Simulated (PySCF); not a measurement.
## Computed properties of C3H5FOSi, SMILES OC[Si@@H](F)C#C

C3H5FOSi, SMILES C#C[Si@H](F)CO. The structure is a stationary point at ωB97X-D3(BJ)/def2-SVP. The structure was generated by enumeration; whether it is a known compound was not checked. Other conformers were not sampled. All values are computed for the isolated molecule unless a solvent is named; none is compared with measurement here.

**Structure.** All 27 harmonic modes at ωB97X-D3(BJ)/def2-SVP (PySCF) are real, so it is a minimum. With heavy atoms numbered as in [CH:1]#[C:2][Si@H:3]([F:4])[CH2:5][OH:6], the shortest bond between them is C1–C2 at 1.215 Å and the longest Si3–C5 at 1.878 Å.

**Vibrations.** The strongest infrared lines (harmonic, unscaled, degenerate partners summed) lie at 920 cm⁻¹ (233 km/mol, Si 45 %, F 38 %, H 16 %), 875 cm⁻¹ (181 km/mol, H 72 %, C 15 %, Si 11 %), 2316 cm⁻¹ (110 km/mol, H 97 %). The softest mode is at 86 cm⁻¹ and the zero-point energy is 46.7 kcal/mol.

**Electronic structure.** PBE0/def2-TZVP (PySCF) places the frontier levels at -7.76 and -0.84 eV, a gap of 6.92 eV, and gives a dipole moment of 1.73 D and a mean polarisability of 60.2 bohr³. PBE/def2-TZVP (PySCF) at the same geometry gives -6.25 and -1.78 eV, so its gap is 2.45 eV narrower. An orbital gap is neither the optical nor the fundamental gap.

**Excitations.** TDDFT-B3LYP/def2-SVPD (PySCF) has S1 at 5.50 eV (226 nm, f = 0.001, dark); the most intense of the 10 singlets computed lies at 7.90 eV (f = 0.05). T1 (TDA) is at 4.91 eV. TDDFT-PBE/def2-SVPD (PySCF) puts S1 at 4.65 eV. No vertical singlet excitation falls in the visible range (under 3.1 eV).

**NMR.** GIAO shifts at HF/pcSseg-1 (PySCF) (non-relativistic, atoms alike by connectivity averaged): ¹³C from 46.4 to 110.7 ppm against TMS; ¹H from 0.6 to 4.8 ppm against TMS; ²⁹Si at -25.8 ppm against TMS; ¹⁹F at -154.4 ppm against CFCl3.

**Solvation.** SMD-ωB97X/def2-SVP (PySCF) gives -3.7 kcal/mol in water, -4.5 kcal/mol in 1-octanol, -5.1 kcal/mol in acetonitrile (1 M in both phases, gas-phase geometry); of these solvents acetonitrile holds the molecule best.
